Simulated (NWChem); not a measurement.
System: C₂H₃BO₃; SMILES C1OB(O1)C=O

```xyz
9

O     -0.5140     2.3551     0.1867
C      0.3746     1.5413     0.2763
B      0.1177    -0.0189     0.1013
O     -1.0282    -0.7338    -0.1610
C     -0.1557    -1.8515    -0.0991
O      1.0031    -1.0742     0.1712
H      1.4271     1.8750     0.4902
H     -0.4045    -2.5355     0.7282
H     -0.0871    -2.3860    -1.0603
```
Atoms are numbered in this order, from 1.

Computed with NWChem. Pople sets run with spherical d functions. All runs use the structure optimised with PBE0/def2-SVP. Static field.

Task: Among these, which level gives the highest value of “anisotropy (bohr³)”?
A. CAM-B3LYP/6-31+G*
B. PBE/6-31+G*
C. B3LYP/6-31+G*
D. Hartree-Fock/6-31+G*

Result: B, PBE/6-31+G*. Values: Hartree-Fock/6-31+G* 18.3; CAM-B3LYP/6-31+G* 21.6; B3LYP/6-31+G* 23.3; PBE/6-31+G* 26.4
